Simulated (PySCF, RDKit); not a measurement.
Internal rotation in SMILES [SiH3]/C=C\S. Scanned: dihedral C2–C3–S4–H10; all other coordinates were relaxed at B3LYP-D3(BJ)/def2-SVP. Points at φ and −φ are mirror images. Heavy atoms are numbered in the order of the SMILES [SiH3]/C=C\S, hydrogens after them in the order of the atoms that carry them; the mirror image has the same energies with the sign of each dihedral reversed.

RHF/6-31G* = restricted Hartree-Fock/6-31G*, spherical d // B3LYP-D3(BJ)/def2-SVP (PySCF); RKS-B3LYP/6-311+G** = restricted B3LYP/6-311+G**, spherical d, density fitting // B3LYP-D3(BJ)/def2-SVP run with PySCF; UFF // B3LYP-D3(BJ)/def2-SVP (RDKit).

Energies in kJ/mol, each method relative to its own lowest point.

| φ / ° | RHF/6-31G* | RKS-B3LYP/6-311+G** | UFF |
|---|---|---|---|
| -150 | 0.0 | 1.9 | 26.8 |
| -120 | 1.1 | 6.7 | 8.8 |
| -90 | 5.0 | 12.5 | 0.0 |
| -60 | 7.0 | 11.2 | 10.9 |
| -30 | 3.9 | 3.6 | 38.1 |
| 0 | 1.2 | 0.0 | 54.0 |
| 30 | 3.9 | 3.6 | 38.1 |
| 60 | 7.0 | 11.2 | 10.9 |
| 90 | 5.0 | 12.5 | 0.0 |
| 120 | 1.1 | 6.7 | 8.8 |
| 150 | 0.0 | 1.9 | 26.8 |
| 180 | 0.9 | 1.1 | 36.0 |
